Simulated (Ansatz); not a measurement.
Energy difference R1 + R2 → P1 + P2, each structure at its B3LYP-D3(BJ)/def2-TZVP stationary point, reached from a drawn start (curvature not checked).
R1, H6N3Si (SMILES N[Si](N)N) (charge 0, multiplicity 2):
| atom | x (Å) | y (Å) | z (Å) |
|---|---|---|---|
| N | -1.0861 | 1.1232 | -0.4099 |
| Si | -0.3837 | -0.4089 | -0.0111 |
| N | 0.8904 | -0.7120 | -1.1444 |
| N | 0.3345 | -0.2633 | 1.5582 |
| H | -0.8054 | 1.5626 | -1.2744 |
| H | -2.0502 | 1.3206 | -0.1918 |
| H | 0.7133 | -1.2245 | -1.9940 |
| H | 1.8119 | -0.9066 | -0.7807 |
| H | 0.4257 | -1.0669 | 2.1598 |
| H | 0.1497 | 0.5759 | 2.0881 |
R2, H2 (SMILES [H][H]) (charge 0, multiplicity 1):
```xyz
2

H      0.00000     0.00000     0.37199
H      0.00000     0.00000    -0.37199
```
P1: H7N3Si (SMILES N[SiH](N)N), charge 0, multiplicity 1.
P2: H atom, charge 0, multiplicity 2.

P less R. No zero-point or thermal terms; singlets are restricted closed shells; open shells are unrestricted.

Codes used: Ansatz (an electronic-structure program). No computed number here is a measurement.

Problem. One of these levels gives 14.51 kcal/mol for the reaction energy. Which?
A. PBE0/def2-TZVPP
B. revPBE/def2-TZVPP
C. BHLYP/def2-TZVPP
D. HF/cc-pV(D+d)Z

Solution. B, revPBE/def2-TZVPP. The others give -1.40 (HF/cc-pV(D+d)Z), 9.16 (PBE0/def2-TZVPP), 8.34 (BHLYP/def2-TZVPP)
